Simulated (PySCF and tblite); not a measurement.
Results of a calculation; reference values are marked as such.
Stationary points of C5H2N3O2 (charge -1) at B3LYP-D3(BJ)/def2-SVP, in Å:

Structure A

```
 1 C     1.573    1.683    2.904
 2 C     0.879    1.169    2.045
 3 C     0.056    0.568    1.044
 4 N    -1.309    0.550    1.131
 5 N    -1.732   -0.081    0.042
 6 C    -0.618   -0.417   -0.657
 7 C    -0.692   -1.135   -1.931
 8 O     0.535   -1.382   -2.479
 9 O    -1.697   -1.505   -2.506
10 N     0.533   -0.029   -0.064
11 H     2.184    2.135    3.658
12 H     0.321   -1.853   -3.300
```

Structure B

```
 1 C     1.499    1.750    2.994
 2 C     0.862    1.220    2.103
 3 C     0.100    0.601    1.065
 4 N    -1.269    0.549    1.093
 5 N    -1.630   -0.087   -0.011
 6 C    -0.476   -0.395   -0.664
 7 C    -0.458   -1.100   -1.926
 8 O     0.596   -1.419   -2.592
 9 O    -1.491   -1.516   -2.572
10 N     0.639    0.021   -0.020
11 H     2.064    2.215    3.777
12 H    -0.436   -1.839   -3.247
```

Structure C

```
 1 C     1.413    1.744    3.064
 2 C     0.830    1.206    2.141
 3 C     0.134    0.577    1.063
 4 N    -1.230    0.496    1.022
 5 N    -1.519   -0.143   -0.106
 6 C    -0.329   -0.422   -0.698
 7 C    -0.208   -1.126   -1.976
 8 O     0.820   -1.407   -2.562
 9 O    -1.413   -1.478   -2.514
10 N     0.741    0.012    0.003
11 H     1.929    2.218    3.875
12 H    -1.166   -1.925   -3.339
```

The path came from a restrained scan, a climbing-image band and a saddle search at GFN2-xTB; energies are CAM-B3LYP/pcSseg-1 + D3(BJ)//B3LYP-D3(BJ)/def2-SVP, thermal terms GFN2-xTB.

Task: Which structure is a saddle point, and along which motion?

Result: B: one imaginary mode (1701i cm⁻¹ at GFN2-xTB, mostly on H12), along the shift of hydrogen on O9 from O9 to O8.

Task: Give their symmetry and energies above the lowest.

Result: A Cs, 0.1 kcal/mol; B Cs, 29.6 kcal/mol; C Cs, 0.0 kcal/mol.

Tunnelling of the moving H, left out here, will speed the real process. In real samples such hydrogens mostly exchange between molecules or through solvent, far faster than by this path. The ion is treated without a counter-ion.
